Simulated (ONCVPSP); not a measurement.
## Cutoff test, Er (Z = 68), ONCV

| Quantity | Value |
| --- | --- |
| Element | erbium |
| Generator | ONCVPSP 4.0.1 |
| Type | optimised norm-conserving Vanderbilt (ONCV) |
| Functional | LDA (Perdew-Wang 92) |
| Relativity | fully relativistic |
| Frozen core | [Kr] 4d10 4f11 |
| Valence charge | 11 |
| Reference configuration | 5s2 5p6 5d1 6s1.5 6p0.5 |
| Partial waves | 5s+6s: rc 1.85 bohr, ncon 5, nbas 8, qcut 4.9 1/bohr, 2 projectors; 5p+6p: rc 2.00 bohr, ncon 4, nbas 7, qcut 6.7 1/bohr, 3 projectors, debl 2.8 Ha; 5d: rc 3.30 bohr, ncon 4, nbas 9, qcut 5.1 1/bohr, 2 projectors, debl 3 Ha |
| Local potential | polynomial inside 1.40 bohr (lpopt 5, dvloc0 0 Ha) |
| Core correction | none |

Open shells are filled in proportion to 2j + 1.

For each optimised wave give the share of its norm inside rc, the residual kinetic energy above qcut (Ha) and the cutoffs (Ha) for errors of 10, 1, 0.1 and 0.01 mHa per electron.

| wave | norm inside rc | residual KE | 10 mHa | 1 mHa | 0.1 mHa | 0.01 mHa |
| --- | --- | --- | --- | --- | --- | --- |
| 5s | 0.919 | 5.1e-03 | 10.7 | 37.3 | 48.3 | 54.6 |
| 6s | 0.048 | 1.4e-03 | 7.7 | 12.7 | 31.9 | 52.0 |
| 5p j=3/2 | 0.840 | 1.4e-06 | 5.9 | 13.4 | 17.5 | 20.1 |
| 6p j=3/2 | 0.026 | 4.7e-07 | 3.8 | 6.0 | 14.4 | 18.6 |
| p projector 3 j=3/2 | 0.179 | 1.6e-04 | 11.3 | 18.5 | 23.6 | 37.9 |
| 5p j=1/2 | 0.890 | 9.0e-07 | 6.9 | 9.2 | 16.1 | 19.4 |
| 6p j=1/2 | 0.027 | 6.3e-07 | 4.7 | 7.0 | 12.8 | 18.4 |
| p projector 3 j=1/2 | 0.207 | 1.7e-04 | 8.3 | 18.2 | 23.8 | 45.0 |
| 5d j=5/2 | 0.714 | 2.1e-08 | 5.6 | 7.6 | 9.1 | 10.5 |
| d projector 2 j=5/2 | 0.172 | 1.8e-06 | 8.3 | 10.3 | 11.3 | 12.3 |
| 5d j=3/2 | 0.746 | 2.6e-08 | 5.8 | 7.8 | 9.3 | 10.6 |
| d projector 2 j=3/2 | 0.174 | 2.5e-06 | 8.4 | 10.3 | 11.4 | 12.5 |

The occupied waves need 37 Ha and 48 Ha for 1 and 0.1 mHa.
